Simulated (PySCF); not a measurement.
Te(SMe)(OSiH3) (CH₆OSSiTe), SMILES CS[Te]O[SiH3].

Geometry: r2SCAN-D4/def2-SVP. The structure was generated by enumeration, and PubChem lists no compound with its InChIKey, so it may never have been made. The def2 effective core potentials stand for the cores of Te; spin–orbit coupling is left out. Other conformers were not sampled.

These are r2SCAN-D4/def2-SVP (PySCF 2.14.0) values and carry that method's errors.

Frequencies are harmonic and unscaled.

```csv
mode,ν (cm⁻¹),IR (km/mol),Raman (Å⁴/amu),depolarisation,moving atoms (share of kinetic energy)
1,42,0.6,2.6,0.67,"Si 32 %, H 26 %, C 19 %, Te 10 %"
2,73,0.8,1.9,0.66,"H 64 %, C 19 %, O 11 %"
3,92,2.2,1.0,0.68,"H 35 %, S 34 %, Si 16 %, C 11 %"
4,129,1.3,0.8,0.66,"H 85 %, O 12 %"
5,142,1.6,1.6,0.23,"H 30 %, O 30 %, Si 28 %"
6,185,4.4,3.5,0.62,"O 25 %, S 21 %, H 18 %, C 15 %, Te 14 %"
7,205,1.2,3.9,0.46,"C 28 %, H 19 %, O 19 %, S 18 %, Te 16 %"
8,360,14.8,7.9,0.25,"S 77 %, Te 19 %"
9,473,31.2,33.9,0.25,"O 61 %, Te 13 %, Si 13 %, H 12 %"
10,686,1.7,8.6,0.26,"C 58 %, S 31 %, H 11 %"
11,709,43.9,13.2,0.75,"H 83 %, Si 9 %"
12,722,47.7,11.8,0.16,"H 78 %, O 12 %, Si 10 %"
13,878,380.4,2.5,0.54,"O 71 %, Si 28 %"
14,935,68.3,26.9,0.75,H 96 %
15,949,114.8,17.4,0.72,H 96 %
16,955,3.0,3.8,0.75,"H 83 %, C 15 %"
17,958,12.3,5.4,0.72,"H 79 %, C 18 %"
18,980,237.6,15.7,0.75,H 93 %
19,1313,7.5,6.1,0.47,"H 87 %, C 13 %"
20,1433,12.7,20.9,0.73,H 96 %
21,1446,9.7,13.3,0.71,H 95 %
22,2208,133.7,137.9,0.23,H 97 %
23,2218,84.6,79.3,0.16,H 97 %
24,2239,142.5,248.1,0.28,H 97 %
25,3045,14.4,232.5,0.08,H 98 %
26,3163,0.8,137.7,0.69,"H 90 %, C 10 %"
27,3183,1.1,54.4,0.73,"H 90 %, C 10 %"
```
